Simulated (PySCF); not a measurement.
## How methods differ on the excitation energy of Fe

Fe [Ar] 3d6 4s2 (5D) → Fe [Ar] 3d5 4s2 4p1 (7P), as a difference of total energies. Calculation: PySCF 2.14, in aug-cc-pwCVTZ-DK; the spin-free X2C one-electron Hamiltonian (Gaussian nucleus). The calculations carry no spin-orbit coupling.

```
 method  excitation energy (eV)
    LDA                   5.862
    PBE                   5.799
   PBE0                   5.257
wB97M-V                   5.280
  B97-3                   5.416
```

The determinant of the upper state mixes LS terms, which raises its energy above the lowest term, most at the Hartree-Fock and MP2 levels.

For comparison: 4.942 eV (measured; NIST levels, between the centres of gravity of the two terms).
